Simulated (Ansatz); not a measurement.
Calculated with Ansatz (gas phase, PBE0-D4/def2-TZVP geometries, no zero-point term in ΔE). CCSD(T)/CBS is the MP2 limit (def2-TZVPP, def2-QZVPP) plus CCSD(T) − MP2 in def2-TZVPP, frozen cores. DFT in def2-TZVPP. B3LYP here is the variant with VWN-RPA as its local correlation; programs differ in this. For Ge outer-core shells are correlated without core-valence functions, which leaves a few kJ/mol of doubt a bond. Scalar relativity is left out up to krypton.

Consider the isomerisation: `C#[C][Ge]([CH3])([F])[F]` → `FC1=C[C]1(F)[GeH3]`.

Task: Is it downhill or uphill in electronic energy at CCSD(T)/CBS, and by how much? (An estimate is asked.)

Result: Ansatz gave: Uphill: ΔE = +439.4 kJ/mol.

Task: What do these levels give: PBE-D4, PBE0-D4, B3LYP-D4, r2SCAN0-D4, ωB97M-V, B2PLYP, PBE-QIDH, BLYP, r2SCAN, MP2/def2-SVP, SCS-MP2/def2-TZVPP, MP2/def2-QZVPP? (Estimate.)

Result: Ansatz gave: PBE-D4 369.8, PBE0-D4 383.5, B3LYP-D4 414.5, r2SCAN0-D4 407.0, ωB97M-V 414.7, B2PLYP 437.9, PBE-QIDH 419.3, BLYP 409.0, r2SCAN 403.2, MP2/def2-SVP 420.8, SCS-MP2/def2-TZVPP 460.2, MP2/def2-QZVPP 457.6 kJ/mol.

Largest T1 diagnostic among the species: 0.013.

From PBE to PBE0 (25 % exact exchange), in def2-TZVPP and without D4, ΔE moves by +13.5 kJ/mol. At CCSD(T), def2-SVP lies −37.2 kJ/mol from the extrapolated value and def2-TZVPP +3.3 kJ/mol. Leaving LDA and LC-ωPBE aside and taking each functional with its dispersion term where it has one, the values spread over 68.1 kJ/mol, from PBE-D4 to B2PLYP. LDA lies −39.8 kJ/mol from PBE without D4.
